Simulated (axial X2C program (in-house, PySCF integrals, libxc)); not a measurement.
Curves of PdI from open-shell CI on d8 s1 p(π)0

Calculated with an in-house all-electron X2C program for linear molecules (integrals from PySCF): two-component X2C with atomic mean-field Coulomb and Gaunt terms, basis Pd dyall-v3z, I dyall-v3z (cores contracted in-house). Orbitals come from Hartree–Fock averaged over the configuration Pd d8 s1 p(π)0; CI then distributes these electrons over the d, s, p(π) shells of Pd.

Scan along the bond; masses Pd 105.903 u, I 126.904 u. Energies in cm⁻¹ from the lowest point; levels are followed by energy order within each Ω. Lowest level at 2.704 Å: 94% d9.

```
R (Å)  (1)Ω=5/2  (1)Ω=3/2  (1)Ω=1/2  (2)Ω=3/2  (2)Ω=5/2
2.515       263      1889      2797      5114      7121
2.609         0      1454      2018      4317      5976
2.704       268      1522      1842      4175      5616
2.812      1023      2028      2188      4584      5893
2.920      2072      2836      2914      5406      6670
3.042      3476      3992      4041      6637      7931
3.191      5351      5617      5674      8378      9786
```

**Question.** Fit the curves (1)Ω=5/2, (1)Ω=3/2, (1)Ω=1/2, (2)Ω=3/2, (2)Ω=5/2 near their minima.

**Answer.** From the open-shell CI curves, Te from the lowest:

```json
{"level": "(1)Ω=5/2", "Te (cm⁻¹)": "0", "Re (Å)": "2.603", "ωe (cm⁻¹)": "188.4"}
{"level": "(1)Ω=3/2", "Te (cm⁻¹)": "1430", "Re (Å)": "2.640", "ωe (cm⁻¹)": "170.6"}
{"level": "(1)Ω=1/2", "Te (cm⁻¹)": "1839", "Re (Å)": "2.688", "ωe (cm⁻¹)": "174.8"}
{"level": "(2)Ω=3/2", "Te (cm⁻¹)": "4160", "Re (Å)": "2.680", "ωe (cm⁻¹)": "183.2"}
{"level": "(2)Ω=5/2", "Te (cm⁻¹)": "5616", "Re (Å)": "2.711", "ωe (cm⁻¹)": "189.5"}
```

Without dynamic correlation distances can be off by several hundredths of an Å (long for ionic bonds, short for multiple bonds) and the wavenumbers are rough.

The 5 lowest curves are shown; the next is (3)Ω=3/2, from 5722 cm⁻¹.

Dynamic correlation is missing, so gaps between terms are too wide and other configurations may lie lower; the lowest level listed is that of this model, not necessarily the ground state. The lowest levels belong to d9, not to the averaged configuration, so orbitals and distance suit them less well. For d shells the ligand-field splittings (σ, π, δ) and their order can be off by a thousand cm⁻¹ or more. At most 4 roots were kept for each Ω > 0 (twice that for Ω = 0) within 3.2 eV of the lowest, so higher up levels can be missing between those listed; levels with Ω > 0 are doubly degenerate and listed once, Ω = 0 levels singly. Some active spinors are only partly of the character that their shell is named for, so the shell names and counts are nominal. States that fill the shells left empty in the average are placed too high.
